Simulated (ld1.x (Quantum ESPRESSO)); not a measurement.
## u(r) = r·R(r): atom against pseudo-atom (Cr (Z = 24))

Columns: radius, all-electron u(r) and pseudo u(r) of the 3d shell (level -1.99 eV) of chromium in the configuration [Ar] 3d5.5 4s0.5 4p0; PW91, scalar-relativistic, TM scheme, ld1.x (Quantum ESPRESSO) 7.5.

```csv
r (bohr),all-electron,pseudo
0.210,0.2027,0.1065
0.420,0.5397,0.5032
0.630,0.7266,0.7631
0.840,0.7758,0.7846
1.050,0.7503,0.7503
1.260,0.6952,0.6952
1.470,0.6325,0.6325
1.680,0.5713,0.5713
1.890,0.5151,0.5151
2.100,0.4648,0.4648
2.310,0.4202,0.4202
2.520,0.3807,0.3807
2.730,0.3457,0.3457
2.940,0.3145,0.3145
3.150,0.2865,0.2865
3.360,0.2614,0.2614
3.570,0.2386,0.2386
3.780,0.2180,0.2180
3.990,0.1993,0.1993
4.200,0.1822,0.1822
4.410,0.1667,0.1667
4.620,0.1526,0.1526
4.830,0.1398,0.1398
5.040,0.1281,0.1281
5.250,0.1175,0.1175
5.460,0.1078,0.1078
```

(1) How many radial nodes do the two functions have?

(2) At about which radius was the pseudo-wave matched?

(3) Is the pseudo-wave norm-conserving?

Results:

(1) The all-electron 3d function has n − l − 1 = 0; the pseudo-wave has 0.

(2) 1.10 bohr, where the columns begin to agree (steps of 0.21 bohr).

(3) Yes: the TM scheme keeps the norm inside the radius equal to the all-electron one, which fixes the energy derivative of the logarithmic derivative at the level.
